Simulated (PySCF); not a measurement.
Geometries of 2 isomers of C2H6Se, from PySCF, PBE0-D3(BJ)/def2-SVP geometry optimisation, gas phase. One conformer each, no zero-point energy, no frequencies.

Question: Which is lower in electronic energy at this level?
A.
```xyz
9
angstrom
C      1.465    0.070    0.127
Se     0.064    0.602   -1.106
C     -1.429   -0.073   -0.066
H      1.479   -1.022    0.255
H      2.421    0.390   -0.310
H      1.336    0.562    1.101
H     -1.343   -1.159    0.080
H     -2.344    0.138   -0.636
H     -1.489    0.435    0.907
```
B.
```xyz
9
angstrom
C     -0.801    0.566    0.113
C      0.043   -0.674   -0.101
Se     1.806   -0.611    0.746
H     -1.792    0.442   -0.353
H     -0.330    1.454   -0.335
H     -0.946    0.770    1.184
H     -0.428   -1.561    0.349
H      0.183   -0.896   -1.169
H      2.293    0.522   -0.057
```

Answer: B. That is `CC[SeH]`, 2.5 kcal/mol below the other.

```json
{"SMILES": "CC[SeH]", "atoms numbered as above": "[CH3:1][CH2:2][SeH:3]", "E (Eh)": "-2480.64304", "relative (kcal/mol)": "0.0", "relative (kJ/mol)": "0.0", "dipole (D)": "1.51"}
{"SMILES": "C[Se]C", "atoms numbered as above": "[CH3:1][Se:2][CH3:3]", "E (Eh)": "-2480.63900", "relative (kcal/mol)": "2.5", "relative (kJ/mol)": "10.6", "dipole (D)": "1.45"}
```
